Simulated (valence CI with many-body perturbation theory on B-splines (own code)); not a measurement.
From CI to CI+MBPT in Ge XI

Computed by configuration interaction combined with many-body perturbation theory (CI+MBPT): four valence electrons over a frozen Dirac-Fock core [Ar], radial functions for each j: 9 s, 9 p, 10 d, 8 f, 5 g, 3 h, 1 i, with the one-electron correlation potential Σ1 (screened to all orders), the two-electron term Σ2, the three-electron term Σ3, Breit, model QED; selected single and double excitations, second order for the rest, scaled by the run's own slope (own B-spline code, finite nucleus).

No measured spectrum was set against this ion. As an estimate, terms of the open shell hold to 2 to 4 % of their energy, and close levels can change places. Core correlation moves these levels by up to 5500 cm⁻¹, and in measured spectra 5 to 20 % of such shifts remained as error; rates that hang on mixing are uncertain with them. Only levels of the ground parity were solved; by the run's estimate the other parity begins above the list, which can be wrong where configurations are misplaced.

Each rung adds one term. CI alone is the Dirac-Coulomb CI over the frozen core; QED comes last and gives the full result, which names the levels. Energies are above 3d4 5D_0 on the same rung, in cm⁻¹.

Letters in brackets count levels of one name in rising energy.

| Level | CI alone | Σ1 | Σ2 | Σ3 | Breit | QED | Full |
| --- | --- | --- | --- | --- | --- | --- | --- |
| 3d4 5D_1 | 875 | +33 | +57 | +19 | -102 | +4.4 | 885 |
| 3d4 5D_2 | 2396 | +87 | +143 | +21 | -284 | +11 | 2374 |
| 3d4 5D_3 | 4373 | +148 | +235 | +21 | -525 | +18 | 4271 |
| 3d4 5D_4 | 6662 | +211 | +333 | +18 | -823 | +26 | 6427 |
| 3d4 3P_0 [a] | 41234 | +140 | -864 | -195 | +217 | -8.2 | 40524 |
| 3d4 3H_4 | 44114 | +251 | -682 | -384 | -360 | +4.9 | 42943 |
| 3d4 3H_5 | 46184 | +338 | -524 | -286 | -735 | +16 | 44994 |
| 3d4 3P_1 [a] | 45900 | +293 | -698 | +64 | -152 | +11 | 45419 |
| 3d4 3H_6 | 47968 | +395 | -372 | -275 | -1133 | +23 | 46606 |
| 3d4 3F_3 [a] | 49948 | +314 | -1081 | -531 | -343 | +11 | 48318 |
| 3d4 3F_2 [a] | 50063 | +338 | -860 | -459 | -366 | +15 | 48731 |
| 3d4 3F_4 [a] | 51042 | +375 | -896 | -495 | -600 | +19 | 49445 |
| 3d4 3P_2 [a] | 52634 | +479 | -552 | +98 | -677 | +32 | 52014 |
| 3d4 3G_3 | 56735 | +445 | -1328 | -563 | -570 | +25 | 54745 |
| 3d4 3G_4 | 58036 | +453 | -1374 | -723 | -784 | +25 | 55633 |
| 3d4 3G_5 | 59487 | +513 | -1284 | -599 | -1069 | +33 | 57081 |
| 3d4 3D_3 | 70674 | +465 | -3116 | -1102 | -513 | +19 | 66427 |
| 3d4 1I_6 | 68947 | +519 | -631 | -783 | -1103 | +26 | 66975 |
| 3d4 3D_2 | 71033 | +476 | -2943 | -974 | -509 | +22 | 67106 |

The middle columns are the shifts that each term adds.

Q: How does the ionisation energy move along the ladder, and which term matters most?

A: CI alone 279.38, + Σ1 281.55, + Σ2 286.92, + Σ3 286.92, + Breit 286.90, + QED 286.91 eV. The largest step is Σ2, 5.37 eV. NIST lists 286 ± 3 eV (theoretical).
